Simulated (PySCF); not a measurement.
CH7FOSi2, SMILES [SiH2](CF)[SiH2]O. Atoms are numbered in the order given.

```xyz
12

O     -1.6366     1.4972    -0.3251
Si    -1.6220     0.1783     0.7139
Si     0.6260    -0.4850     0.6731
C      1.2048    -0.3113    -1.1349
F      2.5549    -0.6239    -1.2477
H     -2.4862     1.9320    -0.4677
H     -2.5173    -0.9193     0.2166
H     -2.1028     0.5372     2.0880
H      0.7899    -1.8984     1.1314
H      1.4649     0.3987     1.5381
H      0.6255    -0.9761    -1.8026
H      1.0392     0.7252    -1.4820
```
Charge 0, spin multiplicity 1.

Coordinates come from a r2SCAN-D4/def2-SVP optimisation. This is a generated structure with no PubChem entry under its InChIKey; it may be hypothetical. The values are those of a single conformer.

Method: PBE/pcSseg-1 (PySCF).

GIAO shieldings, no solvent; atoms listed in one row are averaged. δ = σ(ref) − σ: ¹⁷O against H2O (σ = 334.3 ppm); ²⁹Si against TMS (σ = 335.4 ppm); ¹³C against TMS (σ = 182.0 ppm); ¹⁹F against CFCl3 (σ = 133.6 ppm); ¹H against TMS (σ = 31.49 ppm), references at their B3LYP-D3(BJ)/def2-TZVP geometries, non-relativistic.

```json
[
 {"nucleus": "¹⁷O", "atoms": "O1", "count": "1", "δ (ppm)": "0.7"},
 {"nucleus": "²⁹Si", "atoms": "Si2", "count": "1", "δ (ppm)": "-17.5"},
 {"nucleus": "²⁹Si", "atoms": "Si3", "count": "1", "δ (ppm)": "-76.9"},
 {"nucleus": "¹³C", "atoms": "C4", "count": "1", "δ (ppm)": "81.2"},
 {"nucleus": "¹⁹F", "atoms": "F5", "count": "1", "δ (ppm)": "-308.1"},
 {"nucleus": "¹H", "atoms": "H7, H8", "count": "2", "δ (ppm)": "5.96"},
 {"nucleus": "¹H", "atoms": "H12", "count": "1", "δ (ppm)": "5.57"},
 {"nucleus": "¹H", "atoms": "H11", "count": "1", "δ (ppm)": "5.41"},
 {"nucleus": "¹H", "atoms": "H10", "count": "1", "δ (ppm)": "4.49"},
 {"nucleus": "¹H", "atoms": "H9", "count": "1", "δ (ppm)": "4.21"},
 {"nucleus": "¹H", "atoms": "H6", "count": "1", "δ (ppm)": "0.27"}
]
```
